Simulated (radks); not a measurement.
Question: Coulomb parameter of the 4d shell of the cadmium ion Cd2+ in the model configuration [Kr] 4d8.5 5p1.5, as a second difference U = [E(n + 0.5) + E(n - 0.5) - 2 E(n)] / (0.5)^2 with all orbitals relaxed. "Bare": the charge of the atom changes with n. "Screened": the 5p shell takes up the change at fixed total charge, which measures U(4d,4d) + U(5p,5p) - 2 U(4d,5p). All-electron calculation, scalar-relativistic Kohn-Sham, r2SCAN, spin-unpolarised, spherical densities, finite nucleus; meta-GGA in the generalised Kohn-Sham scheme; Fermi nuclear charge, rms radius 4.6087 fm. Program: a radial shooting solver on a logarithmic mesh with Libxc functionals. Estimate both.

Answer: U(bare) = 15.007 eV, U(screened by 5p) = 3.652 eV, against the Slater integral F0(4d,4d) = 20.786 eV with frozen orbitals.
